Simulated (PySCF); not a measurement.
Si(F)2(OH)(SiH3) (F2H4OSi2), SMILES F[Si]([SiH3])(O)F. The structure is a stationary point at PBE-D3(BJ)/def2-SVP. The structure was generated by enumeration, and PubChem lists no compound with its InChIKey, so it may never have been made. One conformer was computed; it need not be the lowest.

Computed equilibrium geometry at PBE-D3(BJ)/def2-SVP (PySCF confirms it by a frequency run) as Cartesian coordinates in Å, and its point group (one conformer of several):
point group Cs.
```xyz
9

O     -1.5616     0.9760     0.0000
Si    -0.0004     0.4235     0.0000
F      0.8093     1.0133     1.2917
F      0.8093     1.0133    -1.2917
Si    -0.0217    -1.9076     0.0000
H     -1.6968     1.9411     0.0000
H     -0.7309    -2.4009    -1.2293
H      1.3942    -2.4107     0.0000
H     -0.7309    -2.4009     1.2293
```
